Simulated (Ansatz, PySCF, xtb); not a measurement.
Lewis adduct: CH5Al (SMILES [CH3][AlH2]) (first 7 atoms) with H2O (SMILES O); geometry from B3LYP-D3(BJ)/def2-TZVP, rigid monomers moved along the line of their centres of mass till Al2···O8 is 2.85 Å.
(charge 0, multiplicity 1):
```json
[
 {"atom": "C", "x (Å)": "-0.1778", "y (Å)": "0.9168", "z (Å)": "-0.6125"},
 {"atom": "Al", "x (Å)": "-0.3298", "y (Å)": "-0.3736", "z (Å)": "0.8603"},
 {"atom": "H", "x (Å)": "0.8623", "y (Å)": "1.0922", "z (Å)": "-0.9021"},
 {"atom": "H", "x (Å)": "-0.6980", "y (Å)": "0.5558", "z (Å)": "-1.5058"},
 {"atom": "H", "x (Å)": "-0.6195", "y (Å)": "1.8852", "z (Å)": "-0.3600"},
 {"atom": "H", "x (Å)": "0.5849", "y (Å)": "-1.6861", "z (Å)": "0.8291"},
 {"atom": "H", "x (Å)": "-1.7143", "y (Å)": "-0.4692", "z (Å)": "1.6567"},
 {"atom": "O", "x (Å)": "1.0398", "y (Å)": "0.6650", "z (Å)": "3.1358"},
 {"atom": "H", "x (Å)": "1.7741", "y (Å)": "0.1080", "z (Å)": "3.4262"},
 {"atom": "H", "x (Å)": "0.4618", "y (Å)": "0.8078", "z (Å)": "3.8968"}
]
```

Monomers are frozen at their geometry in the pair; levels with a basis set take the counterpoise correction. Rows marked so take none.

Rows in 6-31G* carry no dispersion term and start afresh at each structure (6-31G* with six Cartesian d functions).

Codes used: Ansatz (Gaussian basis) for Hartree–Fock, density functionals and correlated methods; PySCF for 6-31G* rows, the dispersion terms; xtb for the GFN methods. Values without a source in brackets are computed.

Q: One of these levels gives -11.06 kcal/mol for the interaction energy. Which one is it?
(A) r2SCAN-D4/def2-TZVPPD
(B) BP86/6-31G* (no counterpoise)
(C) GFN1-xTB

A: A, r2SCAN-D4/def2-TZVPPD. The others give -16.98 (GFN1-xTB), -13.66 (BP86/6-31G* (no counterpoise))

Ansatz is an electronic-structure program.
